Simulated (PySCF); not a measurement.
# Working out the ionisation energy of F(2+)

F(2+) [He] 2s2 2p3 (4S) → F(3+) [He] 2s2 2p2 (3P). All numbers are calculated (PySCF 2.14, the non-relativistic Hamiltonian (point nucleus), in pcseg-2). Frozen: 1s2. Energies in hartree (1 hartree = 27.21139 eV):

```tsv
part	F(2+) (lower)	F(3+) (upper)
UHF	-97.600645	-95.311686
CCSD correlation	-0.105287	-0.093652
(T)	-0.001010	-0.000984
```

**Question.** What does Hartree-Fock give?

**Answer.** (-95.311686) − (-97.600645) = 2.288959 hartree = 62.286 eV.

**Question.** What do CCSD and CCSD(T) give?

**Answer.** The CCSD correlation energies differ by 0.011635 hartree = 0.317 eV and the triples by 0.000026 hartree = 0.001 eV, so CCSD gives 62.603 eV and CCSD(T) 62.604 eV.

Reference: 62.708 eV (semi-empirical (NIST evaluation); NIST Atomic Spectra Database, ionization energies), between the lowest levels; spin-orbit coupling is absent from the calculation.

What remains against the reference includes basis incompleteness, the frozen core and higher excitations.
